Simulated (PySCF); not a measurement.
TaH2, broken-symmetry Ms = 1/2: structure and spectrum

All numbers come from UPBE0 in PySCF with Ta def2-TZVP with ECP60, H def2-TZVP; scalar-relativistic core potentials, no spin–orbit coupling; density-fitted integrals.

The structure is a minimum.

```json
{
 "Point group": "C2v",
 "Bond lengths": "Ta–H 1.765 Å (×2)",
 "Bond angles": "H–Ta–H 120.7°",
 "Spin squared ⟨S²⟩": "1.677",
 "Rotational symmetry number": "2",
 "Rotational constants": "11.08, 3.555, 2.691 cm⁻¹",
 "Atomisation energy without zero-point energy": "521 kJ/mol",
 "Dipole moment": "1.67 D",
 "Principal quadrupole moments (Buckingham, traceless) about the centre of mass": "-4.02, 1.24, 2.77 D Å",
 "Principal polarisabilities": "56.4, 64.5, 65.4 bohr³",
 "Heat capacity Cp at 298.15 K": "36.7 J/(mol K)",
 "Zero-point energy": "26.1 kJ/mol",
 "Entropy at 298.15 K and 1 bar (electronic part: spin only)": "239.4 J/(mol K)",
 "Enthalpy at 298.15 K above 0 K": "10.19 kJ/mol",
 "Highest occupied level (α)": "-5.27 eV",
 "Lowest empty level (α)": "-2.36 eV"
}
```

Harmonic modes (masses in u: Ta 180.948, H 1.008):
| symmetry | ω (cm⁻¹) | IR (km/mol) | type |
| --- | --- | --- | --- |
| a1 | 731 | 6.6 | bend |
| b2 | 1799 | 319 | stretch |
| a1 | 1833 | 96.9 | stretch |

In C2v the vibrations span 2a1 + b2. Here b1 is antisymmetric to the molecular plane and b2 lies in it.

Charges (e):
```csv
atom,Mulliken,Löwdin,polar tensor,spin (Mulliken),Mayer order to Ta1
Ta1,0.27,0.29,0.51,1.09,–
"H2,3",-0.13,-0.14,-0.25,-0.05,0.98
```

Mulliken populations on Ta1 (electrons outside its core potential): s 3.14, p 6.27, d 3.31, f 0.02.

The determinant is spin-contaminated (⟨S²⟩ = 1.68, pure value 0.75). Other isomers or separated fragments may lie lower. With open d or f shells other occupations or spin states may lie lower. Spin–orbit coupling, left out here, can matter for elements this heavy.

The final relaxation and frequency run took 11 s on 2 threads of a shared Arm Neoverse V1 host, with 52 basis functions and 8 gradients; the process peaked at 0.61 GiB.
